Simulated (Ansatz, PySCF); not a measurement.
Ligands exchanged one at a time, B I-H. All species are isolated molecules in the gas phase. Strings in code marks are SMILES.

Quantity: vertical ionisation energy (energy after one electron is removed minus that of the parent at the parent's geometry), in eV.

Level 1: CAM-B3LYP-D3(BJ)/def2-TZVP (PySCF)
Level 2: PBE-D3(BJ)/def2-TZVP // CAM-B3LYP-D3(BJ)/def2-TZVP (PySCF)
Level 3: TPSSh-D3(BJ)/def2-TZVP // CAM-B3LYP-D3(BJ)/def2-TZVP (PySCF)
Level 4: frozen-core MP2/def2-TZVPP // CAM-B3LYP-D3(BJ)/def2-TZVP (Ansatz, a quantum-chemistry and plane-wave program)

```tsv
species	level 1	level 2	level 3	level 4
`BI`	9.99	9.80	9.90	10.07
`B`	13.19	12.90	13.03	13.26
```
